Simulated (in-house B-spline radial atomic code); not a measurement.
Ionising Kr8+ with different functionals

Computed with an all-electron radial atomic-structure program (B-spline basis): non-relativistic Hamiltonian, point nucleus, spin-polarised at highest spin, spherical fractional occupations for the functionals, and exact exchange of hybrids averaged over the configuration. The ionisation energy is the difference of two self-consistent energies, [Ar] 3d10 → [Ar] 3d9, without Breit or QED terms; ε is the level of the shell that loses the electron (its least bound occupied spin orbital). There is no spin-orbit coupling in this Hamiltonian.

```json
{"method": "PBE0", "rung": "global hybrid", "ΔSCF (eV)": "234.49", "-ε(3d) (eV)": "221.93"}
{"method": "B3LYP", "rung": "global hybrid", "ΔSCF (eV)": "234.56", "-ε(3d) (eV)": "220.90"}
{"method": "TPSSh", "rung": "global hybrid", "ΔSCF (eV)": "234.37", "-ε(3d) (eV)": "218.55"}
{"method": "M06-2X", "rung": "global hybrid", "ΔSCF (eV)": "?", "-ε(3d) (eV)": "?"}
{"method": "BHandHLYP", "rung": "global hybrid", "ΔSCF (eV)": "?", "-ε(3d) (eV)": "?"}
{"method": "r2SCAN0", "rung": "global hybrid", "ΔSCF (eV)": "235.29", "-ε(3d) (eV)": "222.87"}
{"method": "B97-1", "rung": "global hybrid", "ΔSCF (eV)": "234.50", "-ε(3d) (eV)": "221.05"}
{"method": "HSE06", "rung": "range-separated hybrid", "ΔSCF (eV)": "234.40", "-ε(3d) (eV)": "221.42"}
{"method": "wB97X", "rung": "range-separated hybrid", "ΔSCF (eV)": "234.08", "-ε(3d) (eV)": "223.30"}
{"method": "CAM-B3LYP", "rung": "range-separated hybrid", "ΔSCF (eV)": "234.48", "-ε(3d) (eV)": "222.88"}
{"method": "LC-wPBE", "rung": "range-separated hybrid", "ΔSCF (eV)": "234.35", "-ε(3d) (eV)": "222.24"}
```

What does BHandHLYP give?

ΔSCF 234.42 eV, and -ε(3d) = 227.34 eV.

What does M06-2X give?

ΔSCF 234.25 eV, and -ε(3d) = 227.93 eV.

Among the functionals, which spreads more, the ΔSCF values or the orbital energies?

The orbital energies: ΔSCF values span about 1.21 eV and the orbital energies 9.38 eV; here energy differences depend much less on the functional than eigenvalues do.

How do they compare with the NIST value?

NIST lists 233.0 eV ± 0.7 (semi-empirical, ground level to ground level). Errors run from +1.08 to +2.29 eV; wB97X is closest (+1.08 eV), though others lie within the uncertainty of it, and part of that can be cancellation, since the calculations leave out relativity, Breit-QED terms, multiplet and fine-structure energies.
